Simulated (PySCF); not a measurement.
## Carbon: a sound run and one with changed settings

Sound run: C⁺ [He] 2s2 2p1, C²⁺ [He] 2s2. Calculation: PySCF 2.14, in x2c-TZVPall (5s3p2d1f, 31 functions); scalar relativity by spin-free X2C-1e. In the sound run the correlated levels freeze 1s2. The sound run starts from symmetry-adapted Hartree-Fock orbitals and uses a fine grid where one is needed.

Changed run: a valence shell is frozen. This setting is unsound on purpose.

Ionisation energy of C⁺:

```
 method  sound run (eV)  changed run (eV)
    UHF          24.166            24.166
    MP2          24.369            24.166
SCS-MP2          24.331            24.166
   CCSD          24.200            24.166
CCSD(T)          24.231            24.166
  CCSDT             n/a            24.166
    FCI             n/a            24.166
```

Freezing a valence shell removes pair correlation that changes on ionisation.

For comparison, NIST gives 24.383 eV between the lowest levels.
